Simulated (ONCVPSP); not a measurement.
Building the ONCV potential for hydrogen (H) (PBE, fully relativistic).

- Element: H
- Generator: ONCVPSP 4.0.1
- Type: optimised norm-conserving Vanderbilt (ONCV)
- Functional: PBE
- Relativity: fully relativistic
- Frozen core: none
- Valence charge: 1
- Reference configuration: 1s1
- Partial waves: 1s: rc 0.75 bohr, ncon 5, nbas 9, qcut 7.6 1/bohr, 1 projector
- Local potential: polynomial inside 0.50 bohr (lpopt 5, dvloc0 0 Ha)
- Core correction: none

Open shells are filled in proportion to 2j + 1.

All-electron outer shells of the reference configuration (PBE, scalar-relativistic, ld1.x):

| shell | level (eV) | outermost node (bohr) | outermost maximum (bohr) |
| --- | --- | --- | --- |
| 1s | -6.49 | – | 1.03 |

**Question.** Does the generator finish with these settings?

**Answer.** Yes, a potential is produced and its reference levels are reproduced.

**Question.** Estimate the cutoffs (Ha) at which the residual kinetic energy of the hardest occupied pseudo-wave falls to 1 and 0.1 mHa per electron.

**Answer.** 26 Ha and 108 Ha.

**Question.** What does a ghost test show?

**Answer.** No bound ghost flagged; no localised positive-energy state flagged.
